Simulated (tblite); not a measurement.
Q: Give a GFN2-xTB geometry of InChI=1S/C5H14N2Si2/c1-4-8-7-9-6-5(2)3/h1,5-7H,8-9H2,2-3H3.

A: 
```xyz
23
C5H14N2Si2 angstrom
C      5.5112   -0.0844   -0.6713
C      4.5596   -0.2977    0.0307
Si     3.1048   -0.6365    1.1269
N      1.7358   -0.0209    0.2756
Si     0.0890   -0.1047    0.7999
N     -0.7780    0.5792   -0.5148
C     -2.2191    0.5973   -0.6406
C     -2.8700    0.9774    0.6815
C     -2.7643   -0.7452   -1.1358
H      6.3433    0.1029   -1.2884
H      2.9254   -2.0792    1.3019
H      3.3229    0.0284    2.4208
H      1.9333    0.7061   -0.3927
H     -0.1567   -1.5189    1.1219
H     -0.1504    0.7122    1.9958
H     -0.3454    0.4616   -1.4204
H     -2.4722    1.3686   -1.3842
H     -2.7186    0.1895    1.4137
H     -3.9378    1.1269    0.5409
H     -2.4317    1.8949    1.0622
H     -3.8438   -0.6982   -1.2559
H     -2.3199   -1.0073   -2.0937
H     -2.5220   -1.5248   -0.4180
```

Orientation and origin are arbitrary. Atoms count from 1 in this order. The C–C distances run from 1.202 Å (C1≡C2, drawn triple) to 1.531 Å (C7–C9, drawn single), a spread of 0.329 Å. Si5 (SiH2 silicon) is distorted tetrahedral (angles from 103.3° to 117.8°). Si3 (SiH2 silicon) is distorted tetrahedral (angles from 105.4° to 113.0°). N4 (nitrogen bridging silicon atoms) is almost planar (angles 126.0°, 115.4° and 115.0°, sum 356.5°, 0.15 Å off the plane of its three neighbours).

Bonds between heavy atoms (Å): C1≡C2 1.202, C2–Si3 1.853, Si3–N4 1.726, N4–Si5 1.730, Si5–N6 1.717, N6–C7 1.447, C7–C8 1.522, C7–C9 1.531.

Computed geometry: GFN2-xTB, gas phase.

Point group: C1 (no symmetry element, even within 0.4 Å). Its GFN2-xTB frequencies are all real (lowest 18 cm⁻¹). The numbers are those of one conformer (C2–Si3–N4–Si5 178°, Si3–N4–Si5–N6 -176°, N4–Si5–N6–C7 172°, Si5–N6–C7–C8 44°).
